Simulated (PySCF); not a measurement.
PySCF input file for Cl₃H₃OSiSn, SMILES [SiH3][O][Sn]([Cl])([Cl])[Cl], TDDFT-PBE0/def2-SVPD. Geometry optimised at B3LYP-D3(BJ)/def2-SVP. The def2 effective core potentials stand for the cores of Sn; spin–orbit coupling is left out. The values are those of a single conformer.

```python
import numpy as np
from pyscf import gto, scf, dft, tdscf

mol = gto.M(
    atom='''
    Si   -2.99158692   -0.53747192   -0.00000000
    O    -1.38281086   -1.01486839   -0.00000001
    Sn    0.30434447   -0.02737860   -0.00000000
    Cl   -0.20201675    2.25771578    0.00000002
    Cl    1.51672769   -0.59222979    1.91028319
    Cl    1.51672769   -0.59222976   -1.91028320
    H    -3.29936537    0.27339215   -1.21267815
    H    -3.29936537    0.27339213    1.21267816
    H    -3.80824569   -1.77965590   -0.00000001
    ''',
    basis='def2-SVPD',
    ecp={'Sn': 'def2-svp'},
    charge=0,
    spin=0,
    symmetry=True,
    max_memory=1600,
    verbose=4,
)
mf = dft.RKS(mol, xc='pbe0').density_fit(auxbasis='def2-universal-jkfit')
mf.grids.level = 3
mf.conv_tol = 1e-9
mf.max_cycle = 100
mf.kernel()
mf.grids = dft.Grids(mol).set(level=1).build(with_non0tab=True)  # coarser grid for the response kernel
td = tdscf.TDDFT(mf)
td.singlet = True
td.nstates = 10
td.conv_tol = 1e-4
td.positive_eig_threshold = 1e-6
td.kernel(x0=td.get_init_guess(mf, 15))
td.analyze()
tt = tdscf.TDA(mf)
tt.singlet = False
tt.nstates = 4
tt.conv_tol = 1e-4
tt.positive_eig_threshold = 1e-6
tt.kernel(x0=tt.get_init_guess(mf, 9))
tt.analyze(verbose=3)
```

Output:

```
PySCF version 2.14.0

[INPUT] verbose = 4
[INPUT] num. atoms = 9
[INPUT] num. electrons = 98
[INPUT] charge = 0
[INPUT] spin (= nelec alpha-beta = 2S) = 0
[INPUT] symmetry True subgroup None
[INPUT] Mole.unit = angstrom
[INPUT] Symbol           X                Y                Z      unit          X                Y                Z       unit  Magmom
[INPUT]  1 Si    -2.991586920000  -0.537471920000   0.000000000000 AA   -5.653279956631  -1.015674728444   0.000000000000 Bohr   0.0
[INPUT]  2 O     -1.382810860000  -1.014868390000  -0.000000010000 AA   -2.613133807474  -1.917823309578  -0.000000018897 Bohr   0.0
[INPUT]  3 Sn     0.304344470000  -0.027378600000   0.000000000000 AA    0.575127695826  -0.051738055674   0.000000000000 Bohr   0.0
[INPUT]  4 Cl    -0.202016750000   2.257715780000   0.000000020000 AA   -0.381756330075   4.266464491309   0.000000037795 Bohr   0.0
[INPUT]  5 Cl     1.516727690000  -0.592229790000   1.910283190000 AA    2.866199939644  -1.119152105909   3.609912049460 Bohr   0.0
[INPUT]  6 Cl     1.516727690000  -0.592229760000  -1.910283200000 AA    2.866199939644  -1.119152049217  -3.609912068358 Bohr   0.0
[INPUT]  7 H     -3.299365370000   0.273392150000  -1.212678150000 AA   -6.234896934174   0.516636288106  -2.291629580744 Bohr   0.0
[INPUT]  8 H     -3.299365370000   0.273392130000   1.212678160000 AA   -6.234896934174   0.516636250311   2.291629599641 Bohr   0.0
[INPUT]  9 H     -3.808245690000  -1.779655900000  -0.000000010000 AA   -7.196541369155  -3.363062246966  -0.000000018897 Bohr   0.0

nuclear repulsion = 696.382925662914
point group symmetry = Cs
symmetry origin: [2.99956532e-10 4.34936964e-09 1.34980433e-09]
symmetry axis x: [ 1.00000000e+00  1.79166261e-09 -1.58040583e-09]
symmetry axis y: [ 1.7916626e-09 -1.0000000e+00 -2.2252672e-09]
symmetry axis z: [ 1.58040584e-09 -2.22526694e-09  1.00000000e+00]
num. orbitals of irrep A' = 115
num. orbitals of irrep A" = 69
number of shells = 76
number of NR pGTOs = 307
number of NR cGTOs = 184
basis = def2-SVPD
ecp = {'Sn': 'def2-svp'}


[settings echo left out]
init E= -1937.2388119269
HOMO (A") = -0.577969401148282  LUMO (A') = -0.569185406554726  gap/eV = 0.23902
cycle= 1 E= -1956.91873818765  delta_E= -19.7  |g|= 3.27  |ddm|= 13.4
HOMO (A') = -0.0520471661739092  LUMO (A") = 0.00732647072093684  gap/eV = 1.61564
cycle= 2 E= -1879.95291192178  delta_E=   77  |g|= 11.7  |ddm|= 76.1
HOMO (A") = -0.327920755166675  LUMO (A') = -0.180067904050269  gap/eV = 4.02328
cycle= 3 E= -1960.2824406094  delta_E= -80.3  |g|= 0.62  |ddm|= 75.3
HOMO (A') = -0.335918736746838  LUMO (A') = -0.133150241851659  gap/eV = 5.51761
cycle= 4 E= -1960.3352421273  delta_E= -0.0528  |g|= 0.419  |ddm|= 1.75
HOMO (A") = -0.327738614273965  LUMO (A') = -0.13344520155114  gap/eV = 5.28699
cycle= 5 E= -1960.38092324943  delta_E= -0.0457  |g|= 0.0757  |ddm|= 0.673
HOMO (A") = -0.339006889803503  LUMO (A') = -0.129959048067057  gap/eV = 5.68848
cycle= 6 E= -1960.38247187571  delta_E= -0.00155  |g|= 0.0327  |ddm|= 0.158
HOMO (A") = -0.337033089542288  LUMO (A') = -0.131078335094351  gap/eV = 5.60431
cycle= 7 E= -1960.38266727722  delta_E= -0.000195  |g|= 0.0136  |ddm|= 0.0584
HOMO (A") = -0.337667291211989  LUMO (A') = -0.131585391090141  gap/eV = 5.60777
cycle= 8 E= -1960.38270503858  delta_E= -3.78e-05  |g|= 0.00227  |ddm|= 0.018
HOMO (A") = -0.337523154778754  LUMO (A') = -0.131747133780948  gap/eV = 5.59945
cycle= 9 E= -1960.38270658859  delta_E= -1.55e-06  |g|= 0.000616  |ddm|= 0.00391
HOMO (A") = -0.337445259425845  LUMO (A') = -0.131839966030498  gap/eV = 5.59481
cycle= 10 E= -1960.38270671512  delta_E= -1.27e-07  |g|= 0.000214  |ddm|= 0.00168
HOMO (A") = -0.337462260828531  LUMO (A') = -0.131823026308176  gap/eV = 5.59573
cycle= 11 E= -1960.38270672704  delta_E= -1.19e-08  |g|= 6e-05  |ddm|= 0.000437
HOMO (A") = -0.3374668457461  LUMO (A') = -0.13182144915109  gap/eV = 5.59590
cycle= 12 E= -1960.3827067281  delta_E= -1.06e-09  |g|= 1.47e-05  |ddm|= 0.000115
HOMO (A") = -0.337468767632696  LUMO (A') = -0.131821435127662  gap/eV = 5.59595
cycle= 13 E= -1960.38270672816  delta_E= -5.73e-11  |g|= 4.25e-06  |ddm|= 3.01e-05
HOMO (A") = -0.337467907141519  LUMO (A') = -0.131821034424604  gap/eV = 5.59594
Extra cycle  E= -1960.38270672816  delta_E= 5e-12  |g|= 4.46e-06  |ddm|= 1.38e-05
converged SCF energy = -1960.38270672816
tot grids = 45984
Overwritten attributes  positive_eig_threshold  of <class 'pyscf.tdscf.rks.TDDFT'>


******** <class 'pyscf.tdscf.rks.TDDFT'> for <class 'pyscf.df.df_jk.DFSymAdaptedRKS'> ********
nstates = 10 singlet
deg_eia_thresh = 1.000e-03
wfnsym = None
conv_tol = 0.0001
eigh lindep = 1e-12
eigh level_shift = 0
eigh max_cycle = 100


Excitation energies (eV)
[4.43099037 4.80006402 4.8138293  4.98484505 5.00166913 5.22090578
 5.2247372  5.29539392 6.41098429 6.50220992]

** Singlet excitation energies and oscillator strengths **
Excited State   1:   A"      4.43099 eV    279.81 nm  f=0.0044
      45 -> 50       -0.11455
      49 -> 50       -0.69026
Excited State   2:   A"      4.80006 eV    258.30 nm  f=0.0000
      47 -> 50       -0.70415
Excited State   3:   A'      4.81383 eV    257.56 nm  f=0.0463
      46 -> 50       -0.23446
      48 -> 50       -0.65794
Excited State   4:   A'      4.98485 eV    248.72 nm  f=0.0165
      42 -> 50        0.10043
      44 -> 50       -0.14775
      46 -> 50       -0.64125
      48 -> 50        0.22357
Excited State   5:   A"      5.00167 eV    247.89 nm  f=0.0166
      43 -> 50        0.20070
      45 -> 50        0.66399
      49 -> 50       -0.10487
Excited State   6:   A"      5.22091 eV    237.48 nm  f=0.0274
      43 -> 50        0.66766
      45 -> 50       -0.18991
Excited State   7:   A'      5.22474 eV    237.30 nm  f=0.0294
      44 -> 50       -0.67903
      46 -> 50        0.13514
Excited State   8:   A'      5.29539 eV    234.14 nm  f=0.0227
      42 -> 50        0.69296
Excited State   9:   A"      6.41098 eV    193.39 nm  f=0.0499
      39 -> 50       -0.15349
      41 -> 50       -0.67501
Excited State  10:   A'      6.50221 eV    190.68 nm  f=0.0785
      38 -> 50       -0.14110
      40 -> 50        0.67138

** Transition electric dipole moments (AU) **
state          X           Y           Z        Dip. S.      Osc.
  1         0.0000     -0.0000     -0.2009      0.0404      0.0044
  2         0.0000     -0.0000      0.0146      0.0002      0.0000
  3        -0.5463     -0.3068      0.0000      0.3926      0.0463
  4         0.0679      0.3612      0.0000      0.1351      0.0165
  5         0.0000      0.0000     -0.3677      0.1352      0.0166
  6        -0.0000     -0.0000      0.4625      0.2139      0.0274
  7         0.1539     -0.4539     -0.0000      0.2298      0.0294
  8         0.4149      0.0545     -0.0000      0.1751      0.0227
  9         0.0000      0.0000     -0.5635      0.3175      0.0499
 10        -0.5093      0.4831     -0.0000      0.4928      0.0785

WARN: ECP detected. Skipping calculation of transition velocity and magnetic dipole moments, which have not yet been implemented.

Overwritten attributes  positive_eig_threshold  of <class 'pyscf.tdscf.rks.TDA'>


******** <class 'pyscf.tdscf.rks.TDA'> for <class 'pyscf.df.df_jk.DFSymAdaptedRKS'> ********
nstates = 4 triplet
deg_eia_thresh = 1.000e-03
wfnsym = None
conv_tol = 0.0001
eigh lindep = 1e-12
eigh level_shift = 0
eigh max_cycle = 100


Excitation energies (eV)
[4.18285253 4.38680776 4.43462291 4.55069736]

** Triplet excitation energies and oscillator strengths **
Excited State   1:   A"      4.18285 eV    296.41 nm  f=0.0000
Excited State   2:   A'      4.38681 eV    282.63 nm  f=0.0000
Excited State   3:   A"      4.43462 eV    279.58 nm  f=0.0000
Excited State   4:   A"      4.55070 eV    272.45 nm  f=0.0000
```

The run converged.

Cost: very roughly 7 core-minutes.
